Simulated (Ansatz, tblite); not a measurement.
Removing and adding an electron: B(H2O)Cl3 (BCl3OH2). Charge 0, multiplicity 1. Geometry: r2SCAN-D4/def2-SVP. Ansatz, gas phase; energy differences of separate SCF runs; the oxidised species was run as a doublet alone; the reduced species was run as a doublet alone.

```tsv
atom	x (Å)	y (Å)	z (Å)
B1	-0.528	0.130	0.338
O2	0.852	-0.574	-0.311
H3	1.567	0.078	-0.174
H4	0.691	-0.631	-1.272
Cl5	-1.158	-1.045	1.538
Cl6	-1.564	0.359	-1.153
Cl7	0.140	1.684	1.034
```

The xTB rows come from tblite.

```tsv
level	−HOMO (eV)	vertical IE (eV)	−LUMO (eV)	vertical EA (eV)	HOMO–LUMO gap (eV)	IE − EA (eV)	remarks
GFN1-xTB	12.54	15.06	6.08	2.84	6.46	12.22	–
GFN2-xTB	11.65	14.44	3.81	0.70	7.83	13.74	–
PBE-D4/def2-TZVP	6.95	9.99	1.37	–	5.58	–	–
PBE-D4/def2-TZVPD	7.04	–	1.78	0.05	5.27	–	HOMO above zero (-1 doublet)
r2SCAN-D4/def2-TZVP	7.31	10.25	0.74	–	6.57	–	–
r2SCAN-D4/def2-TZVPD	7.37	–	1.14	-0.06	6.22	–	HOMO above zero (-1 doublet)
PBE0-D4/def2-TZVP	8.37	10.50	0.47	–	7.90	–	–
PBE0-D4/def2-TZVPD	8.43	–	1.04	-0.05	7.40	–	HOMO above zero (-1 doublet)
```

   A HOMO above zero means that the electron is unbound at that level or that self-interaction error raises the level; the energy of removing that electron tells which. Raw xTB energy differences between charge states are shifted by several eV; the methods need an empirical correction for them. A negative affinity means that the extra electron isn't bound; its size then hangs on the basis.
